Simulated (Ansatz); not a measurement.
C$_{3}$H$_{9}$GeNO (`CC(C)[O][Ge][NH2]`). Charge 0, multiplicity 1.

```xyz
15

C     0.994    0.995   -1.408
C     0.241    0.239   -0.332
C     1.166   -0.621    0.509
O    -0.733   -0.566   -0.965
Ge   -2.305   -1.144   -0.335
N    -2.271   -0.439    1.353
H     1.748    1.653   -0.968
H     1.493    0.292   -2.079
H     0.306    1.602   -2.000
H    -0.252    0.977    0.320
H     1.926   -0.010    1.004
H     0.609   -1.164    1.276
H     1.671   -1.353   -0.126
H    -1.538    0.106    1.779
H    -3.055   -0.566    1.972
```

List the harmonic frequencies (cm⁻¹, unscaled) at PBE0-D4/def2-TZVP in Ansatz. (Best estimate.)

Computed: 70, 99, 150, 225, 254, 275, 316, 374, 419, 440, 472, 646, 675, 706, 871, 926, 944, 1018, 1159, 1164, 1196, 1359, 1374, 1394, 1404, 1470, 1477, 1484, 1500, 1557, 2976, 3045, 3051, 3123, 3127, 3130, 3137, 3582, 3695.

Is this a minimum?

Yes, all 39 modes are real.

Give the ideal-gas thermochemistry at 298.15 K and 1 bar (rigid rotor, harmonic oscillator; point group C1, symmetry number 1).

Zero-point energy 324.7 kJ/mol; H(298) − E = 350.0 kJ/mol; entropy 381.8 J/(mol·K), of which translation 171.2, rotation 118.2, vibration 92.5; G(298) − E = 236.1 kJ/mol. Modes under 100 cm⁻¹ are hindered rotations or soft bends, so the harmonic entropy is rough.

And at 400, 500, 600, 800 and 1000 K?


| T (K) | H − E (kJ/mol) | S (J/mol/K) | G − E (kJ/mol) |
| --- | --- | --- | --- |
| 400 | 365.2 | 425.6 | 195.0 |
| 500 | 382.8 | 464.8 | 150.4 |
| 600 | 402.7 | 501.0 | 102.1 |
| 800 | 447.7 | 565.5 | -4.7 |
| 1000 | 498.2 | 621.8 | -123.5 |

Rotational constants (cm⁻¹)?

0.1504, 0.04372, 0.0387.
